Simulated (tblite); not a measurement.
Species: CH8O3Si3.
SMILES with atom numbers: `[CH3:1][SiH:2]1[O:3][SiH2:4][O:5][SiH2:6][O:7]1` (hydrogens: H8, H9, H10 on C1; H11 on Si2; H12, H13 on Si4; H14, H15 on Si6)

Computed with GFN2-xTB (tblite), gas phase: Langevin dynamics at 600 K from the optimised GFN2-xTB geometry, time step 0.5 fs, friction 0.01 fs⁻¹, 2000 steps.

Start geometry:
```
atom  x, y, z in Å
C1      2.417    0.540   -0.039
Si2     0.791    0.106    0.814
O3     -0.320    1.250    0.472
Si4    -1.796    1.138   -0.194
O5     -2.082   -0.411   -0.593
Si6    -1.154   -1.737   -0.448
O7      0.252   -1.328    0.253
H8      2.818    1.467    0.358
H9      2.300    0.661   -1.113
H10     3.154   -0.237    0.131
H11     0.815   -0.013    2.267
H12    -2.760    1.495    0.834
H13    -1.756    1.900   -1.431
H14    -1.847   -2.634    0.462
H15    -0.835   -2.187   -1.794
```

The statistics below take the 31 frames saved every 25 fs from 250 to 1000 fs; their kinetic temperature (all 3N coordinates) averages 637 K.

Problem. Give the mean, spread and extremes of the bond lengths.

Solution. 
| bond | start (Å) | mean (Å) | standard deviation (Å) | shortest (Å) | longest (Å) |
| --- | --- | --- | --- | --- | --- |
| C1–Si2 | 1.887 | 1.896 | 0.048 | 1.823 | 2.001 |
| Si2–O3 | 1.631 | 1.646 | 0.047 | 1.529 | 1.729 |
| O3–Si4 | 1.624 | 1.632 | 0.044 | 1.560 | 1.708 |
| Si4–O5 | 1.625 | 1.644 | 0.048 | 1.550 | 1.717 |
| O5–Si6 | 1.625 | 1.636 | 0.051 | 1.532 | 1.802 |
| Si6–O7 | 1.623 | 1.636 | 0.044 | 1.569 | 1.728 |
| Si2–O7 | 1.631 | 1.649 | 0.041 | 1.577 | 1.724 |
| C1–H8 | 1.085 | 1.096 | 0.026 | 1.033 | 1.143 |
| C1–H9 | 1.087 | 1.094 | 0.027 | 1.049 | 1.161 |
| C1–H10 | 1.085 | 1.092 | 0.035 | 1.029 | 1.172 |
| Si2–H11 | 1.458 | 1.473 | 0.059 | 1.369 | 1.641 |
| Si4–H12 | 1.454 | 1.463 | 0.041 | 1.368 | 1.551 |
| Si4–H13 | 1.454 | 1.478 | 0.080 | 1.343 | 1.706 |
| Si6–H14 | 1.453 | 1.474 | 0.060 | 1.384 | 1.585 |
| Si6–H15 | 1.454 | 1.483 | 0.074 | 1.358 | 1.650 |

Problem. Give the same statistics for bond angles, one of each kind among heavy atoms.

Solution. 
```csv
angle,start (°),mean (°),standard deviation (°),smallest (°),largest (°)
C1–Si2–O3,109.3,107.4,5.4,91.1,121.0
O3–Si2–O7,108.6,107.6,4.3,98.9,118.4
Si2–O3–Si4,131.1,129.2,4.8,117.2,139.8
O3–Si4–O5,109.0,107.0,5.0,94.8,117.8
Si4–O5–Si6,131.0,130.0,5.5,117.0,145.0
```

Problem. How far does each atom move about its mean position (frames aligned on the start, all atoms weighted alike), and what rms force does it feel?

Solution. 
```
atom  rms displacement (Å)  rms force (eV/Å)
  C1                  0.17              2.28
 Si2                  0.17              2.34
  O3                  0.30              1.99
 Si4                  0.15              2.33
  O5                  0.29              1.99
 Si6                  0.14              2.64
  O7                  0.28              1.67
  H8                  0.82              1.13
  H9                  0.99              1.04
 H10                  1.02              1.27
 H11                  0.34              1.13
 H12                  0.39              0.89
 H13                  0.46              1.37
 H14                  0.35              1.09
 H15                  0.39              1.28
```

The displacements run from 0.14 to 1.02 Å, the largest at H10.

The run is classical and short, so these are rough statistics of one trajectory.

What follows is the cost of the whole dynamics run. On one thread of an Arm Neoverse V1, no GPU, shared host, this took 16 s of wall time and 0.18 GiB of memory at its peak.
